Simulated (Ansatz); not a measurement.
Several settings on one geometry of Mg₃Si (the lowest singlet isomer of a short search) (that of the charge 0 singlet, r2SCAN-D4/def2-TZVP). Ansatz on 4 threads of Intel Xeon on a shared host; times are rough.

```xyz
4

Mg   -0.312    0.512    2.454
Mg   -0.121   -1.338   -2.259
Mg    0.758    1.458   -0.369
Si   -0.324   -0.632    0.174
```

Totals from different functionals, basis sets or treatments of relativity can't be compared as stabilities.

At r2SCAN-D4/def2-TZVP a triplet lies 0.45 eV below the restricted singlet of charge 0, at its own geometry.

Give the basis size and estimate the energy, ⟨S²⟩, dipole and time of these runs.

| run | method | charge | state | further keys |
| --- | --- | --- | --- | --- |
| 1 | RKS B3LYP5/STO-3G | 0 | singlet | forces asked |
| 2 | RKS BLYP-D4/6-31G | 0 | singlet | scf: {omitted_lower_state_checks: [starts]}; forces asked |
| 3 | RKS revPBE-D3(BJ)-ATM/aug-pcseg-2 | 0 | singlet | scf: {omitted_lower_state_checks: [starts]} |


```json
{"run": "1", "functions": "36", "energy (Eh)": "-878.2986", "⟨S²⟩": "–", "dipole (D)": "3.40", "wall time": "1.2 s"}
{"run": "2", "functions": "52", "energy (Eh)": "-889.6180", "⟨S²⟩": "–", "dipole (D)": "2.71", "wall time": "0.95 s"}
{"run": "3", "functions": "134", "energy (Eh)": "-889.5300", "⟨S²⟩": "–", "dipole (D)": "–", "wall time": "2.5 s"}
```

The restricted singlet is unstable towards broken spin symmetry at other levels; at RKS B3LYP5/STO-3G, RKS BLYP-D4/6-31G, RKS revPBE-D3(BJ)-ATM/aug-pcseg-2 this wasn't settled.
